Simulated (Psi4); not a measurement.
C₆H₇N, charge -1, doublet (typed; the unrestricted solution is spin-contaminated), geometry from GFN2-xTB (a state made from the parent by changing its charge; the spin is typed, not shown lowest) (a gas-phase anion, which may not be bound at this level); MP2/STO-3G run with Psi4 1.11.

Here is a job for Psi4.
```
memory 2 GB

molecule mol {
-1 2
N     2.306113   -0.373684    0.318510
C     0.903168   -0.140612    0.112216
C     0.355243    1.057731    0.530149
C    -1.075838    1.266846    0.377706
C    -1.840355    0.270714   -0.194157
C    -1.291834   -0.920084   -0.624177
C     0.138913   -1.132587   -0.473287
H     2.671762   -0.999651   -0.392483
H     2.820050    0.501746    0.295342
H     0.973769    1.830351    0.978264
H    -1.516330    2.201953    0.711220
H    -2.915505    0.430719   -0.311629
H    -1.901477   -1.697612   -1.075261
H     0.589160   -2.063763   -0.805720
}

set {
  basis sto-3g
  reference uhf
}

energy('mp2')
print_variables()
```

It wrote (shortened):

```
    SCF Algorithm Type (re)set to DF.

   => Loading Basis Set <=

    Name: STO-3G
    Role: ORBITAL
    Keyword: BASIS

         ---------------------------------------------------------
                                   SCF
               by Justin Turney, Rob Parrish, Andy Simmonett
                          and Daniel G. A. Smith
                              UHF Reference
         ---------------------------------------------------------

  ==> Geometry <==

    Molecular point group: c1
    Full point group: C1

    Geometry (in Angstrom), charge = -1, multiplicity = 2:

       Center              X                  Y                   Z               Mass
    ------------   -----------------  -----------------  -----------------  -----------------
         N            2.313728593946    -0.371499429731     0.312099417793    14.003074004430
         C            0.910783593946    -0.138427429731     0.105805417793    12.000000000000
         C            0.362858593946     1.059915570269     0.523738417793    12.000000000000
         C           -1.068222406054     1.269030570269     0.371295417793    12.000000000000
         C           -1.832739406054     0.272898570269    -0.200567582207    12.000000000000
         C           -1.284218406054    -0.917899429731    -0.630587582207    12.000000000000
         C            0.146528593946    -1.130402429731    -0.479697582207    12.000000000000
         H            2.679377593946    -0.997466429731    -0.398893582207     1.007825032230
         H            2.827665593946     0.503930570269     0.288931417793     1.007825032230
         H            0.981384593946     1.832535570269     0.971853417793     1.007825032230
         H           -1.508714406054     2.204137570269     0.704809417793     1.007825032230
         H           -2.907889406054     0.432903570269    -0.318039582207     1.007825032230
         H           -1.893861406054    -1.695427429731    -1.081671582207     1.007825032230
         H            0.596775593946    -2.061578429731    -0.812130582207     1.007825032230

  Running in c1 symmetry.

  Rotational constants: A =      0.18624  B =      0.08524  C =      0.05862 [cm^-1]
  Rotational constants: A =   5583.23928  B =   2555.49425  C =   1757.48867 [MHz]
  Nuclear repulsion =  269.666670459821830

  Charge       = -1
  Multiplicity = 2
  Electrons    = 51
  Nalpha       = 26
  Nbeta        = 25

  ==> Algorithm <==

  SCF Algorithm Type is DF.
  DIIS enabled.
  MOM disabled.
  Fractional occupation disabled.
  Guess Type is SAD.
  Energy threshold   = 1.00e-08
  Density threshold  = 1.00e-08
  Integral threshold = 1.00e-12

  ==> Primary Basis <==

  Basis Set: STO-3G
    Blend: STO-3G
    Number of shells: 28
    Number of basis functions: 42
    Number of Cartesian functions: 42
    Spherical Harmonics?: true
    Max angular momentum: 1

   => Loading Basis Set <=

    Name: (STO-3G AUX)
    Role: JKFIT
    Keyword: DF_BASIS_SCF

  ==> Integral Setup <==

  SCF_SUBTYPE=INCORE selected. In-core MEM_DF algorithm will be used.
  Using in-core AOs.

  ==> MemDFJK: Density-Fitted J/K Matrices <==

    J tasked:                   Yes
    K tasked:                   Yes
    wK tasked:                   No
    Algorithm:                 Core
    Schwarz Cutoff:           1E-12
    Mask sparsity (%):       1.5873
    Fitting Condition:        1E-10

   => Auxiliary Basis Set <=

  Basis Set: (STO-3G AUX)
    Blend: DEF2-UNIVERSAL-JKFIT
    Number of shells: 217
    Number of basis functions: 653
    Number of Cartesian functions: 767
    Spherical Harmonics?: true
    Max angular momentum: 4

  Minimum eigenvalue in the overlap matrix is 1.7495030289E-01.
  Reciprocal condition number of the overlap matrix is 6.9630076002E-02.
    Using symmetric orthogonalization.

  ==> Pre-Iterations <==

  SCF Guess: Superposition of Atomic Densities via on-the-fly atomic UHF (no occupation information).

   -------------------------
    Irrep   Nso     Nmo
[...]
[...]
    Alpha Virtual:

[...]
      42A      1.413272

    Beta Occupied:

[...]
      25A      0.069889

    Beta Virtual:

[...]
    Final Occupation by Irrep:
              A
    DOCC [    25 ]
    SOCC [     1 ]
    NA   [    26 ]
    NB   [    25 ]

  @DF-UHF Final Energy:  -281.99898513913422

   => Energetics <=

    Nuclear Repulsion Energy =            269.6666704598218303
    One-Electron Energy =                -930.4859864842155730
    Two-Electron Energy =                 378.8203308852595228
    Total Energy =                       -281.9989851391342199

  UHF NO Occupations:
  HONO-2 :   24  A 1.9745814
  HONO-1 :   25  A 1.9459348
  HONO-0 :   26  A 1.0000000
  LUNO+0 :   27  A 0.0540652
  LUNO+1 :   28  A 0.0254186
  LUNO+2 :   29  A 0.0011843
  LUNO+3 :   30  A 0.0010252

Computation Completed

Properties will be evaluated at   0.000000,   0.000000,   0.000000 [a0]

Properties computed using the SCF density matrix

 Multipole Moments:

 ------------------------------------------------------------------------------------
     Multipole            Electronic (a.u.)      Nuclear  (a.u.)        Total (a.u.)
 ------------------------------------------------------------------------------------

 L = 1.  Multiply by 2.5417464519 to convert [e a0] to [Debye]
 Dipole X            :          0.0800987            0.7195731            0.7996718
 Dipole Y            :         -0.1113111            0.2064176            0.0951065
 Dipole Z            :          0.2257027           -0.6057066           -0.3800039
 Magnitude           :                                                    0.8904624

 ------------------------------------------------------------------------------------

  //>>>>>>>>>>>>>>>>>>>>>>>>>>>>>>>>>>>//
  //               DFMP2               //
  //<<<<<<<<<<<<<<<<<<<<<<<<<<<<<<<<<<<//

   => Loading Basis Set <=

    Name: (STO-3G AUX)
    Role: RIFIT
    Keyword: DF_BASIS_MP2

	 --------------------------------------------------------
	                          DF-MP2
	      2nd-Order Density-Fitted Moller-Plesset Theory

	        Rob Parrish, Justin Turney, Andy Simmonett,
	           Ed Hohenstein, and C. David Sherrill
	 --------------------------------------------------------

	 --------------------------------------------------------
	                 NBF =    42, NAUX =   434
	 --------------------------------------------------------
	   CLASS    FOCC     OCC    AOCC    AVIR     VIR    FVIR
	   ALPHA       0      26      26      16      16       0
	    BETA       0      25      25      17      17       0
	 --------------------------------------------------------

	-----------------------------------------------------------
	 ==================> DF-MP2 Energies <====================
	-----------------------------------------------------------
	 Reference Energy          =    -281.9989851391342199 [Eh]
	 Singles Energy            =      -0.0000000000000000 [Eh]
	 Same-Spin Energy          =      -0.0666827266907214 [Eh]
	 Opposite-Spin Energy      =      -0.2858950030202436 [Eh]
	 Correlation Energy        =      -0.3525777297109650 [Eh]
	 Total Energy              =    -282.3515628688451784 [Eh]
	-----------------------------------------------------------
	 ================> DF-SCS-MP2 Energies <==================
	-----------------------------------------------------------
	 SCS Same-Spin Scale       =       0.3333333333333333 [-]
	 SCS Opposite-Spin Scale   =       1.2000000000000000 [-]
	 SCS Same-Spin Energy      =      -0.0222275755635738 [Eh]
	 SCS Opposite-Spin Energy  =      -0.3430740036242924 [Eh]
	 SCS Correlation Energy    =      -0.3653015791878662 [Eh]
	 SCS Total Energy          =    -282.3642867183220915 [Eh]
	-----------------------------------------------------------

  Variable Map:
  ----------------------------------------------------------------------------
[...]
  Array Variable Map:
  ----------------------------------------------------------------------------
[...]
[...]
```
